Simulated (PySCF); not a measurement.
# OsF₂, quintet: structure and spectrum

Computed with PySCF, UPBE0, basis Os def2-TZVP with ECP60, F def2-TZVP (scalar-relativistic core potentials, no spin–orbit coupling, density fitting).

The structure is a minimum.

```xyz
3
charge 0 multiplicity 5, angstrom
Os    0.0000    0.0000    0.0000
F     0.0000    0.0000    1.8766
F     0.0000    0.0000   -1.8766
```

```
Point group                                                                   : D∞h
Bond lengths                                                                  : Os–F 1.877 Å (×2)
Bond angles                                                                   : F–Os–F 180.0°
Rotational constants                                                          : 0.126 cm⁻¹
Zero-point energy                                                             : 9.8 kJ/mol
Spin squared ⟨S²⟩                                                             : 6.006
Enthalpy at 298.15 K above 0 K                                                : 12.68 kJ/mol
Rotational symmetry number                                                    : 2
Dipole moment                                                                 : 0.00 D
Highest occupied level (β)                                                    : -7.18 eV
Entropy at 298.15 K and 1 bar (electronic part: spin only)                    : 279.0 J/(mol K)
Lowest empty level (β)                                                        : -4.26 eV
Principal quadrupole moments (Buckingham, traceless) about the centre of mass : -12.24, 6.12, 6.12 D Å
Principal polarisabilities                                                    : 27.9, 27.9, 37.9 bohr³
Atomisation energy without zero-point energy                                  : 927 kJ/mol
Heat capacity Cp at 298.15 K                                                  : 52.5 J/(mol K)
```

Harmonic modes (masses in u: Os 191.961, F 18.998):
```
symmetry  ω (cm⁻¹)  IR (km/mol, summed over degenerate members)     type
      πu       154                                         18.8     bend
     σu+       663                                          248  stretch
     σg+       669                                          0.0  stretch
```

In D∞h the vibrations span πu + σu+ + σg+. The σg+ mode carries no infrared intensity, as symmetry demands. With a centre of inversion only u modes can be infrared active and only g modes Raman active.

Charges (e):
```json
{"atom": "Os1", "Mulliken": "0.89", "Löwdin": "0.67", "polar tensor": "1.32", "spin (Mulliken)": "3.76", "Mayer order to Os1": "–"}
{"atom": "F2,3", "Mulliken": "-0.44", "Löwdin": "-0.33", "polar tensor": "-0.66", "spin (Mulliken)": "0.12", "Mayer order to Os1": "0.89"}
```

Mulliken populations on Os1 (electrons outside its core potential): s 2.69, p 6.20, d 6.17, f 0.06.

Formally Os is in oxidation state +2, d6, with 4 unpaired electrons (the high-spin count). The Mulliken spin on Os is 3.76. The polar-tensor charge on Os, 1.32, is below the formal one.

This need not be the most stable arrangement of these atoms. With open d or f shells other occupations or spin states may lie lower. With an element this heavy the missing spin–orbit coupling can shift these numbers.

The final relaxation and frequency run took about 50 core-seconds on a shared host.
